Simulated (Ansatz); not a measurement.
A run for Ansatz (a first-principles code): R-RI-MP2/aug-cc-pV(Q+d)Z on FH3S (a complex), monomers drawn apart or pushed together. Files ending in .json are basis or fitting sets from the Basis Set Exchange.

Ansatz 0.2 input:
```yaml
crystal:
  periodic: [false, false, false]
  atoms:
    - {symbol: F, position_ang: [-0.32197108, 1.22989124, 0.10261259]}
    - {symbol: H, position_ang: [-0.03851373, 0.65189799, 0.78659770]}
    - {symbol: S, position_ang: [0.51015621, -0.91904035, 2.75543099]}
    - {symbol: H, position_ang: [-0.06795841, -0.11441664, 3.66303718]}
    - {symbol: H, position_ang: [-0.60870397, -1.64482072, 2.59179376]}
basis:
  gaussian:
    orbitals: aug-cc-pV_Q+d_Z.json
    fitting: {mean_field: def2-universal-JKFIT, correlation: aug-cc-pVQZ-RIFIT.json}
magnetization: {spin_polarized: false}
correlation: {method: mp2, electrons: outside_noble_gas}
scf: {lower_state_search: off}
```

Output:

```
WARN ansatz: RAYON_NUM_THREADS=2 ignored (pool sized by the plan → 2); use --threads N
Functional definition: HF
these checks for a lower state are left out or cut short: stability, starts, cluster_reference, orbital_swaps, neighbouring_geometries, increment
integrals: 0.27 GiB planned
259 factors; integrals over basis functions are off by at most 5.6e0 eV
mean field: 0.46 GiB planned
mean field evaluation 1: about -13571.2402 eV, gradient 2.7e1 eV
mean field evaluation 2: about -13572.4060 eV, gradient 1.8e1 eV
mean field evaluation 4: about -13572.8140 eV, gradient 7.0e-1 eV
mean field -13572.81718128 eV, -498.7918314260 hartree, gradient 2.9e-6 eV, S^2 0.000000; 0 other end points of the search recorded, 0 dependent functions left out
6 core orbitals not correlated
602 factors; their error is unknown
reference -13572.81718128 eV, -498.7918314260 hartree; 8, 8 occupied and 293, 293 virtual orbitals, 602 factors
second order -13.95321470 eV of doubles, -0.00000000 eV of singles
Total energy: -13586.77039598 eV, -499.3046026084 hartree
Checks for a lower state left out: stability, starts, cluster_reference, orbital_swaps, neighbouring_geometries, increment
```

The run converged.

Cost: roughly 2.2 core-seconds.
